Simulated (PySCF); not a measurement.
## TeF at ωB97X

Level: ωB97X. basis Te def2-TZVPP with ECP28, F def2-TZVPP; scalar-relativistic core potentials; PySCF 2.14.

```
state                                           : ²Π (doublet), unpaired electrons π ↑
bond length                                     : 1.908 Å
harmonic wavenumber                             : 634 cm⁻¹
force constant                                  : 3.93 mdyn/Å
rotational constant Be                          : 0.2793 cm⁻¹
anharmonicity ωexe                              : 2.55 cm⁻¹
vibration–rotation constant αe                  : 0.00167 cm⁻¹
well depth De to Te + F                         : 85.6 kcal/mol
dissociation energy D0                          : 84.7 kcal/mol
bond order (Mayer)                              : 0.89
dipole moment (positive dipole means Te(−)F(+)) : -2.22 D
```

These are scalar-relativistic numbers at best; spin–orbit coupling would shift them, the dissociation energy most. The state is the lowest determinant that a PBE0 search found; another state may lie lower at other levels.
